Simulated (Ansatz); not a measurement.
CH8InNOSi (`[CH3][In]([NH2])[O][SiH3]`). Total charge 0; spin multiplicity 1. In: def2 effective core potential.

```json
{"atom": "C1", "x (Å)": "2.385", "y (Å)": "0.876", "z (Å)": "1.037"}
{"atom": "In2", "x (Å)": "0.803", "y (Å)": "-0.062", "z (Å)": "-0.019"}
{"atom": "N3", "x (Å)": "0.601", "y (Å)": "-1.555", "z (Å)": "-1.345"}
{"atom": "O4", "x (Å)": "-1.032", "y (Å)": "0.530", "z (Å)": "0.528"}
{"atom": "Si5", "x (Å)": "-2.555", "y (Å)": "0.201", "z (Å)": "0.093"}
{"atom": "H6", "x (Å)": "2.189", "y (Å)": "0.789", "z (Å)": "2.105"}
{"atom": "H7", "x (Å)": "2.410", "y (Å)": "1.933", "z (Å)": "0.772"}
{"atom": "H8", "x (Å)": "3.345", "y (Å)": "0.420", "z (Å)": "0.801"}
{"atom": "H9", "x (Å)": "-0.287", "y (Å)": "-1.627", "z (Å)": "-1.818"}
{"atom": "H10", "x (Å)": "1.352", "y (Å)": "-1.777", "z (Å)": "-1.981"}
{"atom": "H11", "x (Å)": "-3.315", "y (Å)": "1.455", "z (Å)": "-0.180"}
{"atom": "H12", "x (Å)": "-2.617", "y (Å)": "-0.632", "z (Å)": "-1.151"}
{"atom": "H13", "x (Å)": "-3.279", "y (Å)": "-0.550", "z (Å)": "1.159"}
```

(1) What are the harmonic wavenumbers in cm⁻¹ at PBE0-D4/def2-TZVP (Ansatz, finite differences of forces, unscaled)? (An estimate is asked.)

Results:

(1) The calculation gave: 15, 50, 56, 72, 106, 134, 151, 305, 363, 429, 525, 621, 722, 725, 730, 748, 771, 953, 959, 996, 1013, 1204, 1451, 1451, 1549, 2149, 2189, 2198, 3074, 3167, 3178, 3576, 3684.
